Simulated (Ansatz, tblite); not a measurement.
Forces on Ag₂Cl at its PBE-D4/def2-TZVP geometry. Charge 0, multiplicity 2.

In the def2 sets Ag takes a core potential; there is no spin–orbit coupling. The xTB rows come from tblite. The structure comes from a short search, and lower isomers may exist.

GFN1-xTB (tblite), largest force 0.78 eV/Å:

```xyz
3
positions Å, forces eV/Å
Ag   -0.576    1.229    0.707    0.159    0.363    0.049
Ag    1.367   -0.064   -0.685    0.279    0.282   -0.037
Cl   -0.791   -1.165   -0.022   -0.437   -0.645   -0.012
```

GFN2-xTB (tblite), largest force 0.62 eV/Å:

```
Ag 0.455 0.067 -0.198
Ag -0.110 0.443 0.207
Cl -0.346 -0.509 -0.009
```

PBE0-D4/def2-TZVP (Ansatz), largest force 0.01 eV/Å:

```
Ag 0.005 -0.001 -0.003
Ag -0.003 0.004 0.003
Cl -0.002 -0.003 0.000
```
